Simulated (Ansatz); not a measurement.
Method: PBE0-D3(BJ)/def2-SVP in Ansatz (an electronic-structure program). No frequencies were computed at this level.

Ansatz 0.2 input:
```yaml
crystal:
  periodic: [false, false, false]
  atoms:
    - { symbol: B, position_ang: [3.240733, -0.249824, 0.3286] }
    - { symbol: C, position_ang: [1.714813, -0.13776, 0.12303] }
    - { symbol: C, position_ang: [1.090416, 1.118482, -0.010836] }
    - { symbol: C, position_ang: [-0.276487, 1.260123, -0.195992] }
    - { symbol: C, position_ang: [-0.87409, 2.535232, -0.327953] }
    - { symbol: C, position_ang: [-1.397281, 3.60966, -0.441704] }
    - { symbol: C, position_ang: [-1.054556, 0.09801, -0.249469] }
    - { symbol: S, position_ang: [-2.772208, -0.00434, -0.46961] }
    - { symbol: C, position_ang: [-2.694304, -1.736623, -0.38717] }
    - { symbol: C, position_ang: [-1.447474, -2.213305, -0.205073] }
    - { symbol: C, position_ang: [-0.467878, -1.175446, -0.120168] }
    - { symbol: C, position_ang: [0.908162, -1.276163, 0.063994] }
    - { symbol: H, position_ang: [3.899903, 0.714768, 0.376448] }
    - { symbol: H, position_ang: [3.739138, -1.302192, 0.4374] }
    - { symbol: H, position_ang: [1.696537, 2.011457, 0.031746] }
    - { symbol: H, position_ang: [-1.845244, 4.55291, -0.540539] }
    - { symbol: H, position_ang: [-3.60753, -2.291233, -0.483287] }
    - { symbol: H, position_ang: [-1.20635, -3.258629, -0.130555] }
    - { symbol: H, position_ang: [1.353694, -2.25513, 0.162564] }
basis:
  gaussian: { orbitals: def2-svp }
hamiltonian:
  xc: pbe0
  dispersion: d3bj
relax:
  max_steps: 150
```

Output:

```
Functional definition: PBE0
2398 factors; integrals over basis functions are off by at most 4.2e-4 eV
mean field evaluation 1: about -21952.3448 eV, gradient 6.5e1 eV
mean field evaluation 2: about -21943.6669 eV, gradient 8.6e1 eV
mean field evaluation 4: about -21964.3006 eV, gradient 8.8e0 eV
mean field evaluation 8: about -21964.6000 eV, gradient 4.5e-1 eV
mean field evaluation 16: about -21964.6006 eV, gradient 2.1e-4 eV
mean field -21964.60056683 eV, -807.1841826900 hartree, gradient 6.5e-5 eV, S^2 0.000000; 0 other end points of the search recorded, 0 dependent functions left out
reference -21964.60060176 eV, -807.1841839735 hartree; 44, 44 occupied and 163, 163 virtual orbitals, 2398 factors
relax step   1: F+E_penalty+E_count = -21965.21115968 eV  Δ(F+E_penalty+E_count) = +0.000e0 eV  max|allowed force component| = 1.137e0 eV/Å  Δτ_max = 0.0000 Å  (31 SCF iters, accepted)
these checks for a lower state are left out or cut short: starts, cluster_reference, orbital_swaps, neighbouring_geometries, increment
2398 factors; integrals over basis functions are off by at most 4.3e-4 eV
mean field -21964.69964308 eV, -807.1878236751 hartree, gradient 1.9e-5 eV, S^2 0.000000; 0 other end points of the search recorded, 0 dependent functions left out
reference -21964.69967825 eV, -807.1878249673 hartree; 44, 44 occupied and 163, 163 virtual orbitals, 2398 factors
relax step   2: F+E_penalty+E_count = -21965.30832372 eV  Δ(F+E_penalty+E_count) = -9.716e-2 eV  max|allowed force component| = 3.612e-1 eV/Å  Δτ_max = 0.0510 Å  (35 SCF iters, accepted)
these checks for a lower state are left out or cut short: starts, cluster_reference, orbital_swaps, neighbouring_geometries, increment
2398 factors; integrals over basis functions are off by at most 4.3e-4 eV
mean field evaluation 32: about -21964.7072 eV, gradient 1.9e-5 eV
mean field -21964.70723359 eV, -807.1881026211 hartree, gradient 1.9e-5 eV, S^2 0.000000; 0 other end points of the search recorded, 0 dependent functions left out
reference -21964.70726883 eV, -807.1881039162 hartree; 44, 44 occupied and 163, 163 virtual orbitals, 2398 factors
relax step   3: F+E_penalty+E_count = -21965.31558538 eV  Δ(F+E_penalty+E_count) = -7.262e-3 eV  max|allowed force component| = 8.023e-2 eV/Å  Δτ_max = 0.0168 Å  (36 SCF iters, accepted)
these checks for a lower state are left out or cut short: starts, cluster_reference, orbital_swaps, neighbouring_geometries, increment
2398 factors; integrals over basis functions are off by at most 4.3e-4 eV
mean field -21964.70739552 eV, -807.1881085719 hartree, gradient 2.1e-5 eV, S^2 0.000000; 0 other end points of the search recorded, 0 dependent functions left out
reference -21964.70743076 eV, -807.1881098669 hartree; 44, 44 occupied and 163, 163 virtual orbitals, 2398 factors
relax step   4: F+E_penalty+E_count = -21965.31581577 eV  Δ(F+E_penalty+E_count) = -2.304e-4 eV  max|allowed force component| = 2.514e-2 eV/Å  Δτ_max = 0.0076 Å  (27 SCF iters, accepted)
these checks for a lower state are left out or cut short: starts, cluster_reference, orbital_swaps, neighbouring_geometries, increment
2398 factors; integrals over basis functions are off by at most 4.3e-4 eV
mean field -21964.70736190 eV, -807.1881073364 hartree, gradient 1.9e-5 eV, S^2 0.000000; 0 other end points of the search recorded, 0 dependent functions left out
reference -21964.70739713 eV, -807.1881086312 hartree; 44, 44 occupied and 163, 163 virtual orbitals, 2398 factors
relax step   5: F+E_penalty+E_count = -21965.31593827 eV  Δ(F+E_penalty+E_count) = -1.225e-4 eV  max|allowed force component| = 2.553e-2 eV/Å  Δτ_max = 0.0188 Å  (35 SCF iters, accepted)
these checks for a lower state are left out or cut short: starts, cluster_reference, orbital_swaps, neighbouring_geometries, increment
2398 factors; integrals over basis functions are off by at most 4.3e-4 eV
mean field -21964.70737332 eV, -807.1881077563 hartree, gradient 1.5e-5 eV, S^2 0.000000; 0 other end points of the search recorded, 0 dependent functions left out
reference -21964.70740856 eV, -807.1881090510 hartree; 44, 44 occupied and 163, 163 virtual orbitals, 2398 factors
relax step   6: F+E_penalty+E_count = -21965.31598667 eV  Δ(F+E_penalty+E_count) = -4.840e-5 eV  max|allowed force component| = 5.531e-3 eV/Å  Δτ_max = 0.0031 Å  (26 SCF iters, accepted)
2398 factors; integrals over basis functions are off by at most 4.3e-4 eV
mean field evaluation 64: about -21964.7074 eV, gradient 7.1e-2 eV
mean field -21964.70737332 eV, -807.1881077563 hartree, gradient 1.5e-5 eV, S^2 0.000000; 1 other end points of the search recorded, 0 dependent functions left out
reference -21964.70740856 eV, -807.1881090510 hartree; 44, 44 occupied and 163, 163 virtual orbitals, 2398 factors
Total energy: -21965.31602190 eV, -807.2104751790 hartree
Atom 0 at     3.243596    -0.259936     0.329004 Å, force     0.000060    -0.000074    -0.000091 eV/Å
Atom 1 at     1.723879    -0.139906     0.124566 Å, force    -0.000964    -0.001394     0.000066 eV/Å
Atom 2 at     1.107133     1.128683    -0.009265 Å, force    -0.003903     0.003994    -0.000166 eV/Å
Atom 3 at    -0.266383     1.275529    -0.195502 Å, force     0.002273     0.001178     0.000220 eV/Å
Atom 4 at    -0.883218     2.554326    -0.329757 Å, force     0.000132     0.002965    -0.000007 eV/Å
Atom 5 at    -1.433746     3.629024    -0.446797 Å, force     0.001894    -0.000649     0.000169 eV/Å
Atom 6 at    -1.042469     0.096491    -0.248048 Å, force     0.000581     0.001673    -0.000096 eV/Å
Atom 7 at    -2.753661     0.006539    -0.468604 Å, force    -0.000795    -0.000065    -0.000203 eV/Å
Atom 8 at    -2.708019    -1.727490    -0.390297 Å, force     0.002616     0.001337     0.000274 eV/Å
Atom 9 at    -1.457620    -2.225593    -0.205605 Å, force     0.002779     0.000046     0.000349 eV/Å
Atom 10 at    -0.463697    -1.189732    -0.118510 Å, force    -0.003369    -0.005531    -0.000100 eV/Å
Atom 11 at     0.920576    -1.288804     0.067159 Å, force    -0.000616    -0.002090    -0.000158 eV/Å
Atom 12 at     3.935791     0.730915     0.378513 Å, force     0.000132    -0.000387     0.000037 eV/Å
Atom 13 at     3.754804    -1.350985     0.441602 Å, force    -0.000374     0.000051    -0.000040 eV/Å
Atom 14 at     1.724761     2.028163     0.034325 Å, force    -0.000480     0.000250    -0.000414 eV/Å
Atom 15 at    -1.914547     4.584317    -0.549760 Å, force    -0.000416    -0.000834     0.000042 eV/Å
Atom 16 at    -3.637784    -2.287270    -0.488839 Å, force     0.000192    -0.000132     0.000050 eV/Å
Atom 17 at    -1.232285    -3.290018    -0.131678 Å, force    -0.000622    -0.000549    -0.000028 eV/Å
Atom 18 at     1.382884    -2.274255     0.168920 Å, force     0.000878     0.000210     0.000095 eV/Å
Dipole moment:    -0.372948    -0.194744    -0.040779 e Å
```

Cost: around 3 core-minutes (rough).
